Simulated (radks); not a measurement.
Problem. All-electron atom: the barium ion Ba3.5+ in [He] 2s(up 1, down 0.5) 2p6 3s2 3p6 3d10 4s2 4p6 4d10 5s2 5p5 (fractional occupations, a model configuration). All-electron calculation, scalar-relativistic Kohn-Sham, BLYP, spin-polarised, spherical densities, finite nucleus; open shells are filled with parallel spins first (spin-orbit coupling, left out, can overturn this in heavy ions); Fermi nuclear charge, rms radius 4.8378 fm. Program: a radial shooting solver on a logarithmic mesh with Libxc functionals. Some entries of the table are withheld. Estimate them.

orbital,occ.,eigenvalue (Ry),<r^2> (bohr^2),<r> (bohr)
1s up,1,-2748.804,0.0008879,0.02557
1s down,1,-2748.389,0.0008880,0.02558
2s up,1,-440.3310,0.01414,0.1095
2s down,0.5,-439.7835,0.01415,0.1095
2p up,3,-396.0254,0.01122,0.09589
2p down,3,-395.5402,0.01122,0.09591
3s up,1,-95.63904,0.09624,0.2902
3s down,1,-95.57642,0.09630,0.2903
3p up,3,-81.36284,0.09596,0.2877
3p down,3,-81.31715,0.09601,0.2878
3d up,5,-60.76749,0.08177,0.2633
3d down,5,-60.66682,0.08194,0.2636
4s up,1,-20.88239,0.5016,0.6668
4s down,1,-20.86005,0.5019,0.6670
4p up,3,-16.22430,(1),0.7060
4p down,3,-16.20611,(2),0.7060
4d up,5,-9.44722,0.7083,0.7815
4d down,5,-9.41864,0.7080,0.7814
5s up,1,-4.84165,2.733,1.563
5s down,1,-4.77939,2.735,1.563
5p up,3,-3.63864,3.524,1.771
5p down,2,-3.57628,3.546,1.776

Solution. 
(1) 4p up <r^2> (bohr^2): 0.5666
(2) 4p down <r^2> (bohr^2): 0.5666
